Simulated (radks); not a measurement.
La0.625+, configuration [Xe] 5d0.375 6s2 (fractional occupations, a model configuration).

All-electron calculation, Dirac Kohn-Sham, PBE, spin-unpolarised, spherical densities, point nucleus; open shells are shared between the two j in proportion to 2j + 1. Program: a radial shooting solver on a logarithmic mesh with Libxc functionals.

Energy parts (eV):
part                      energy
total                 -231225.77
kinetic                247470.31
electron-nucleus      -562300.66
Hartree                 89148.45
exchange-correlation    -5543.87

Orbitals (lengths in bohr, moments of r in powers of bohr; r(max) is where P^2 peaks):
| orbital | occ. | eigenvalue (eV) | <1/r> | r(max) | <r^4> | <r> | small-component weight |
|---|---|---|---|---|---|---|---|
| 1s1/2 | 2 | -38724.65 | 62.03 | 0.01607 | 1.918e-06 | 0.02507 | 4.44e-02 |
| 2s1/2 | 2 | -6166.208 | 14.59 | 0.09108 | 0.0003177 | 0.1070 | 9.62e-03 |
| 2p1/2 | 2 | -5815.351 | 14.57 | 0.06950 | 0.0002005 | 0.08991 | 9.65e-03 |
| 2p3/2 | 4 | -5402.220 | 13.25 | 0.07466 | 0.0002480 | 0.09601 | 9.09e-03 |
| 3s1/2 | 2 | -1322.768 | 5.254 | 0.2606 | 0.01308 | 0.2848 | 2.93e-03 |
| 3p1/2 | 2 | -1174.924 | 5.166 | 0.2473 | 0.01223 | 0.2747 | 2.87e-03 |
| 3p3/2 | 4 | -1094.403 | 4.837 | 0.2585 | 0.01437 | 0.2867 | 2.71e-03 |
| 3d3/2 | 4 | -835.5903 | 4.700 | 0.2083 | 0.01114 | 0.2577 | 2.59e-03 |
| 3d5/2 | 6 | -818.3649 | 4.616 | 0.2114 | 0.01171 | 0.2615 | 2.55e-03 |
| 4s1/2 | 2 | -271.0409 | 2.171 | 0.6087 | 0.3393 | 0.6542 | 8.95e-04 |
| 4p1/2 | 2 | -216.6484 | 2.067 | 0.6192 | 0.4009 | 0.6746 | 8.30e-04 |
| 4p3/2 | 4 | -199.5202 | 1.960 | 0.6433 | 0.4685 | 0.7016 | 7.81e-04 |
| 4d3/2 | 4 | -110.3875 | 1.741 | 0.6674 | 0.7393 | 0.7620 | 6.40e-04 |
| 4d5/2 | 6 | -107.4140 | 1.715 | 0.6753 | 0.7772 | 0.7717 | 6.27e-04 |
| 5s1/2 | 2 | -43.6677 | 0.8556 | 1.408 | 10.72 | 1.553 | 2.01e-04 |
| 5p1/2 | 2 | -28.8379 | 0.7570 | 1.539 | 17.78 | 1.739 | 1.61e-04 |
| 5p3/2 | 4 | -26.2921 | 0.7197 | 1.603 | 21.26 | 1.816 | 1.48e-04 |
| 5d3/2 | 0.15 | -7.3171 | 0.4769 | 2.140 | 139.2 | 2.734 | 6.78e-05 |
| 5d5/2 | 0.225 | -7.0986 | 0.4682 | 2.173 | 149.4 | 2.782 | 6.55e-05 |
| 6s1/2 | 2 | -7.0318 | 0.3089 | 3.638 | 516.3 | 4.084 | 3.08e-05 |

The highest occupied level is 6s1/2 at -7.032 eV. The density falls to 0.001 e/bohr^3 at r = 5.25 bohr.
